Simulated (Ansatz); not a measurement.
C2H7NOSi (`C=N[SiH](C)O`). Total charge 0; spin multiplicity 1.

```xyz
12

C    -0.7925    0.1910   -2.0528
N     0.1875    0.4195   -1.3001
Si    0.1473    0.4780    0.4371
C     1.2314   -0.8760    1.0828
O    -1.3572    0.2500    1.0847
H    -1.8168    0.0077   -1.6922
H    -0.6629    0.1609   -3.1418
H     0.6393    1.8354    0.7947
H     0.8092   -1.8516    0.8292
H     1.3201   -0.8148    2.1695
H     2.2296   -0.8113    0.6454
H    -1.9349    1.0112    1.1436
```

Task: List the harmonic frequencies (cm⁻¹, unscaled) at PBE0-D4/def2-TZVP in Ansatz. (An estimate is asked.)

Result: The calculation gave: 111, 137, 151, 201, 257, 286, 400, 533, 656, 696, 745, 775, 841, 849, 894, 943, 1126, 1222, 1278, 1446, 1446, 1518, 1767, 2213, 2978, 3056, 3060, 3141, 3149, 3933.

Task: Is this a minimum?

Result: Yes, all 30 modes are real.

Task: Give the ideal-gas thermochemistry at 298.15 K and 1 bar (rigid rotor, harmonic oscillator; point group C1, symmetry number 1).

Result: Zero-point energy 238.1 kJ/mol; H(298) − E = 260.5 kJ/mol; entropy 348.7 J/(mol·K), of which translation 164.9, rotation 110.5, vibration 73.3; G(298) − E = 156.5 kJ/mol.

Task: Rotational constants (cm⁻¹)?

Result: 0.1912, 0.1055, 0.07921.
